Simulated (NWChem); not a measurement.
Species: BeH2; SMILES [BeH2]

Program: NWChem. Pople sets run with spherical d functions. STO-3G and 3-21G are far too small for this property and stand as cheap habits. All runs use the structure optimised with PBE0/def2-SVP. Vertical excitations in the gas phase; the lowest state need not have the same character in each row.

| level | basis functions | lowest excitation, singlet (eV) | oscillator strength of that lowest state | lowest state with f > 0.02, singlet (eV) | oscillator strength of that bright state | orbital gap (eV) |
|---|---|---|---|---|---|---|
| PBE/3-21G, TDA | 13 | 6.07 | 0.000 | 7.91 | 0.509 | 5.96 |
| PBE/6-31G*, TDA | 18 | 6.12 | 0.000 | 7.90 | 0.447 | 6.01 |
| PBE/6-31+G*, TDA | 22 | 5.95 | 0.000 | 7.56 | 0.408 | 5.86 |
| PBE/def2-SVP, TDA | 19 | 5.95 | 0.000 | 7.65 | 0.474 | 5.83 |
| PBE/def2-SVPD, TDA | 28 | 5.91 | 0.000 | 7.42 | 0.329 | 5.80 |
| PBE/def2-TZVP, TDA | 31 | 6.00 | 0.000 | 7.63 | 0.381 | 5.88 |
| PBE/aug-cc-pVDZ, TDA | 41 | 5.95 | 0.000 | 7.49 | 0.310 | 5.83 |
| PBE/def2-TZVPD, TDA | 40 | 5.95 | 0.000 | 7.48 | 0.318 | 5.83 |
